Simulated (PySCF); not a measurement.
# Mayer bond orders and bond lengths

Compound: n-SiSiSiSiSiH12.
Z-matrix (Å and degrees, PBE0-D3(BJ)/def2-SVP geometry), rows numbered from 1:
```
Si
Si  1  2.3470
Si  2  2.3454  1  108.82
Si  3  2.3455  2  107.00  1    49.56
Si  4  2.3466  3  108.34  2    49.64
H   1  1.4954  2  109.64  3    57.61
H   1  1.4950  2  111.22  3   178.26
H   1  1.4955  2  109.46  3   -61.29
H   2  1.4971  1  110.23  3  -122.55
H   2  1.4981  1  109.12  3   118.42
H   3  1.4970  2  110.05  1   -71.08
H   3  1.4974  2  110.44  1   168.71
H   4  1.4980  3  109.00  2   -69.04
H   4  1.4971  3  111.30  2   171.30
H   5  1.4954  4  109.35  3   -62.94
H   5  1.4951  4  109.63  3    55.92
H   5  1.4950  4  111.31  3   176.64
```

Bond orders from the PBE0/pcSseg-1 density (PySCF). The structure is a single PBE0-D3(BJ)/def2-SVP conformer in the gas phase; no vibrational or solvent corrections.

(1) Give the Mayer order of every bond between heavy atoms, beside its length.

(2) And the bonds to hydrogen?

(3) Sum the orders of all bonds at each heavy atom with more than one neighbour.

Answers

(1) 
```json
{"bond": "Si1–Si2", "length (Å)": "2.347", "Mayer order": "0.887"}
{"bond": "Si2–Si3", "length (Å)": "2.345", "Mayer order": "0.870"}
{"bond": "Si3–Si4", "length (Å)": "2.345", "Mayer order": "0.871"}
{"bond": "Si4–Si5", "length (Å)": "2.347", "Mayer order": "0.886"}
```

(2) H–Si: 0.91 to 0.94 (12 bonds).

(3) Si1 3.669, Si2 3.601, Si3 3.587, Si4 3.602, Si5 3.667. Orders between atoms that aren't bonded are not in these sums.

Mayer orders depend on the basis set.
